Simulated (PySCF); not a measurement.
Computed shifts of a molecule CH3ClF2OSi, B3LYP/pcSseg-1 (PySCF), GIAO, gas phase, atoms alike by connectivity averaged where their shifts nearly agree, in ppm (number of nuclei): ¹³C: 56.2 (1). ²⁹Si: -23.3 (1). ¹⁹F: -140.7 (1), -141.8 (1). ¹H: 4.01 (1), 3.77 (1), 0.22 (1). References: ¹⁷O against H2O (σ = 333.8 ppm); ¹³C against TMS (σ = 181.3 ppm); ²⁹Si against TMS (σ = 338.7 ppm); ¹⁹F against CFCl3 (σ = 161.7 ppm); ³⁵Cl against HCl (σ = 933.3 ppm); ¹H against TMS (σ = 31.68 ppm), references at their B3LYP-D3(BJ)/def2-TZVP geometries, non-relativistic (without spin–orbit terms, shifts of atoms bonded to Cl or Br come out too high). The structure is a stationary point at B3LYP-D3(BJ)/def2-SVP. Other conformers were not sampled.

Q: Which molecule gave these data?
A. O[Si@H](Cl)C(F)F
B. O[Si@](F)(Cl)CF
C. OC[Si](F)(F)Cl
D. CO[Si](F)(F)Cl

A: C, OC[Si](F)(F)Cl
